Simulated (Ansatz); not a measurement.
Zr(NH2)2Cl2 (ZrN₂Cl₂H₄), relaxed as a singlet with RKS B3LYP-D4/def2-SVP in Ansatz, starting from the GFN2-xTB geometry. Force threshold 0.02 eV/Å.

In the def2 sets Zr takes a core potential; there is no spin–orbit coupling. The relaxation made no stability test and no search for a lower SCF solution.

Start:

```csv
atom,x (Å),y (Å),z (Å)
Zr1,-0.6450,0.1264,0.1109
N2,0.6703,-0.4071,1.5244
H3,1.4301,0.1814,1.8806
H4,0.9176,-1.3804,1.7300
N5,0.2485,0.2272,-1.6797
H6,0.5866,-0.5750,-2.2206
H7,0.7458,1.0560,-2.0206
Cl8,-1.5890,2.1595,0.5901
Cl9,-2.3648,-1.3880,0.0850
```

```tsv
step	energy (eV)	largest force component (eV/Å)	SCF passes
1	-29368.8335	1.278	18
2	-29369.0121	0.523	20
3	-29369.0442	0.938	23
4	-29369.1260	0.631	22
5	-29369.1642	0.324	20
6	-29369.1701	0.295	21
7	-29369.1782	0.101	20
8	-29369.1788	0.063	21
9	-29369.1870	0.057	23
10	-29369.1915	0.220	20
11	-29369.1930	0.442	19
12	-29369.2020	0.258	20
13	-29369.2125	0.069	21
14	-29369.2139	0.036	21
15	-29369.2141	0.094	21
16	-29369.2145	0.023	15
17	-29369.2145	0.001	15
```

Force components are those of the run's own axes.

End:

| atom | x (Å) | y (Å) | z (Å) |
| --- | --- | --- | --- |
| Zr1 | -0.634 | 0.173 | 0.135 |
| N2 | 0.732 | -0.510 | 1.448 |
| H3 | 1.344 | 0.070 | 2.025 |
| H4 | 0.852 | -1.485 | 1.728 |
| N5 | 0.314 | 0.221 | -1.648 |
| H6 | 1.276 | -0.043 | -1.855 |
| H7 | -0.130 | 0.530 | -2.514 |
| Cl8 | -1.292 | 2.390 | 0.700 |
| Cl9 | -2.462 | -1.346 | -0.020 |

By distances, no bond broke or formed. The bond that changes most is Zr1–Cl9, from 2.29 to 2.38 Å (atoms count from 1).

No frequencies were taken in this run, so the end may be a saddle point.

Run time 18 s (4 threads of Intel Xeon 6975P-C on a shared host).
